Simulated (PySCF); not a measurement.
Rigid-rotor lines calculated for a species of formula C9H10O (commonest isotopes; PySCF 2.14.0, PBE0-D3(BJ)/def2-SVP geometry optimisation, gas phase), labelled J(Ka,Kc):

```json
{"transition": "1(1,1) ← 0(0,0)", "MHz": "3078.3"}
{"transition": "2(1,2) ← 1(1,1)", "MHz": "3555.4"}
{"transition": "2(1,1) ← 1(1,0)", "MHz": "4337.3"}
{"transition": "2(0,2) ← 1(0,1)", "MHz": "3859.7"}
{"transition": "1(0,1) ← 0(0,0)", "MHz": "1973.2"}
```

(1) Find the rotational constants.

(2) What moments of inertia, asymmetry and inertial defect follow?

(3) Which dipole components do these lines need?

(4) Predict further lines from these constants: 3(2,2) ← 2(2,1); 2(2,0) ← 2(1,1); 3(1,3) ← 2(0,2); 2(2,1) ← 1(1,0); 3(3,0) ← 2(2,1); 1(1,0) ← 1(0,1); 3(0,3) ← 2(1,2); 3(1,3) ← 2(1,2); 3(1,2) ← 3(1,3); 2(1,1) ← 2(0,2).

(5) Which structure gave them?

Results:

(1) 1(0,1) ← 0(0,0) is B + C, 2(1,1) ← 1(1,0) is 3B + C and 2(1,2) ← 1(1,1) is B + 3C, so B − C is half the difference of the last two, 391.0 MHz. 1(1,1) ← 0(0,0) is A + C. A = 2287.2, B = 1182.1, C = 791.1 MHz.

(2) I = 505379 MHz·u·Å² over each constant: Ia = 220.96, Ib = 427.54, Ic = 638.81 u·Å²; κ = (2B − A − C)/(A − C) = -0.477 (asymmetric top); Δ = Ic − Ia − Ib = -9.69 u·Å².

(3) μa and μb (a-type: ΔKa even, ΔKc odd; b-type: both odd). The calculation gives |μa| = 0.99 D, |μb| = 0.23 D, |μc| = 0.00 D.

(4) 
| transition | MHz | type | branch |
| --- | --- | --- | --- |
| 1(1,0) ← 1(0,1) | 1496 | b | Q |
| 2(1,1) ← 2(0,2) | 1974 | b | Q |
| 3(1,2) ← 3(1,3) | 2333 | a | Q |
| 2(2,0) ← 2(1,1) | 3402 | b | Q |
| 3(0,3) ← 2(1,2) | 4797 | b | R |
| 3(1,3) ← 2(1,2) | 5284 | a | R |
| 3(2,2) ← 2(2,1) | 5920 | a | R |
| 3(1,3) ← 2(0,2) | 6085 | b | R |
| 2(2,1) ← 1(1,0) | 7653 | b | R |
| 3(3,0) ← 2(2,1) | 12484 | b | R |

(5) `c12cccc(OC)c1CC2`, point group Cs. Three constants can't fix a structure by themselves; this is the one that was computed:
```xyz
20
C9H10O angstrom
C      2.700   -0.221    0.518
O      1.343   -0.552    0.611
C      0.451    0.201   -0.061
C      0.763    1.317   -0.857
C     -0.238    2.042   -1.521
C     -1.593    1.708   -1.435
C     -1.880    0.602   -0.644
C     -0.901   -0.126    0.019
C     -1.886   -1.096    0.622
C     -2.997   -0.278   -0.124
H      2.904    0.794    0.905
H      3.246   -0.949    1.131
H      3.069   -0.282   -0.521
H      1.799    1.638   -0.972
H      0.067    2.901   -2.125
H     -2.354    2.288   -1.961
H     -1.956   -1.079    1.721
H     -1.781   -2.143    0.296
H     -3.725    0.221    0.535
H     -3.550   -0.843   -0.892
```

The values belong to one conformer (point group Cs) with, in the numbering `[CH3:1][O:2][c:3]1[cH:4][cH:5][cH:6][c:7]2[c:8]1[CH2:9][CH2:10]2`, C1–O2–C3–C4 0°. Not checked by PBE0-D3(BJ)/def2-SVP frequencies. No vibrational averaging or centrifugal distortion is included, and the geometry carries the error of its method. A rigid rotor knows nothing of internal rotation, which can split or shift real lines.

Time: 95 s of wall time; peak memory 0.74 GiB. Hardware: Intel Xeon Platinum 8559C, one thread, shared host with 48 logical CPUs at a one-minute load of 41. This is the geometry optimisation.
